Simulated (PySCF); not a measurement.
Si(F)(Br)(OH)(OMe) (CH₄BrFO₂Si), SMILES O[Si](OC)(F)Br.

Coordinates come from a B3LYP-D3(BJ)/def2-SVP optimisation. The values are those of a single conformer.

Two levels are set side by side: TDA-PBE/def2-SVPD (PySCF) and TDA-ωB97X/def2-SVPD (PySCF). Vertical, same geometry. The lowest singlet is HOMO→LUMO 98 % with PBE and HOMO→LUMO 59 % with the other functional; states are paired by order. Differences are taken from unrounded values.

```csv
quantity,TDA-PBE
lowest singlet excitation (eV),6.27
lowest triplet excitation (TDA) (eV),6.08
first bright state (f over 0.05) (eV),7.72
its oscillator strength,0.05
```

### Question
These are the TDA-PBE values. What does TDA-ωB97X give? (Estimate from the structure and the level; the computed values follow.)

### Answer

```csv
quantity,TDA-ωB97X,TDA-PBE minus TDA-ωB97X
lowest singlet excitation (eV),7.66,-1.39
lowest triplet excitation (TDA) (eV),7.14,-1.06
first bright state (f over 0.05) (eV),8.94,-1.23
its oscillator strength,0.06,-0.01
```

A lower first singlet is the usual sign of a functional without exact exchange. Differences between two approximate levels are no errors against the true value.

Rough cost on one machine, each run with all the roots and properties that it gave: TDA-ωB97X against TDA-PBE about 6 times.
